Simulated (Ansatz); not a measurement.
Species: SiBr$_{3}$, net charge -1, singlet state. It need not be the lowest isomer of its formula. Whether it binds its extra electron was not tested at this geometry. 
Structure (B3LYP-D3(BJ)/def2-TZVP (Ansatz, a quantum-chemistry and plane-wave program) minimum search):
```
Si
Br 1 2.4132
Br 1 2.4132 2 98.81
Br 1 2.4132 2 98.81 3 -100.42
```
Charge -1, spin multiplicity 1.

Parts of the frozen-core correlation energy in def2-QZVPPD (Ansatz, hartree). Frozen orbitals: 47; correlated occupied orbitals by spin: 13 and 13; virtual: 310 and 310. No spin-orbit coupling. No relativistic terms.

```csv
term,value
reference (HF),-8006.54133
MP2 opposite-spin,-0.50684
MP2 same-spin,-0.15950
CCSD correlation,-0.70692
(T),-0.03628
T1 diagnostic,0.011
largest doubles amplitude,0.028
```
